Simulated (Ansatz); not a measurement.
`CO[Si]Br` + H₂ → `[SiH]Br` + CH₃OH at 700 K and 1 bar (hydrogenolysis of the Si–O bond).

Gas-phase electronic energies from Ansatz, PBE0-D4/def2-TZVP geometries. CCSD(T)/CBS is the MP2 limit (def2-TZVPP, def2-QZVPP) plus CCSD(T) − MP2 in def2-TZVPP, frozen cores. This one scheme is used for every species. For Br outer-core shells are correlated without core-valence functions, which leaves a few kJ/mol of doubt a bond. Scalar relativity is left out up to krypton. Each species was taken in one conformer, which may not be the lowest.

```tsv
species	CCSD(T)/CBS energy (Eh)	H − E (kJ/mol)	S (J/(mol·K))
`CO[Si]Br`	-2977.47730	170.5	412.9
H₂	-1.17544	46.8	155.3
`[SiH]Br`	-2862.97869	49.0	302.5
CH₃OH	-115.61712	170.8	288.5
```

H − E and S are ideal-gas, rigid-rotor, harmonic terms from PBE0-D4/def2-TZVP, for one conformer and one mirror image of each species. The MP2-based limit puts H₂ 0.8 mEh under its directly extrapolated value; such offsets cancel only in part. 1 Eh = 2625.50 kJ/mol, R = 8.31446 J/(mol·K).

Task: By hand: ΔE, ΔH, ΔS and ΔG.

Result: ΔE = (-2862.97869) + (-115.61712) − (-2977.47730) − (-1.17544) = 0.05693 Eh = 149.5 kJ/mol. Δ(H − E) = 49.0 + 170.8 − 170.5 − 46.8 = 2.5, so ΔH = 152.0 kJ/mol. ΔS = 302.5 + 288.5 − 412.9 − 155.3 = 22.8 J/(mol·K). ΔG = 152.0 − 700 × (22.8)/1000 = 136.0 kJ/mol.

Task: By hand: the equilibrium constant, and the temperature at which ΔG would vanish if ΔH and ΔS stayed fixed.

Result: log₁₀ K = −ΔG/(RT ln 10) = -10.1. ΔG = 0 at ΔH/ΔS = 6667 K, far beyond where these terms or the molecules hold.

ΔH outweighs TΔS. A doubt of 5 kJ/mol in ΔE shifts log₁₀ K by 0.4 here. Other conformers and mirror images would add mixing entropy, several J/(mol·K) or more a flexible species. These are equilibria of isolated gas molecules and say nothing of rates. Largest T1 diagnostic: 0.012 (customary marks: 0.02 for closed shells, 0.045 for open ones).
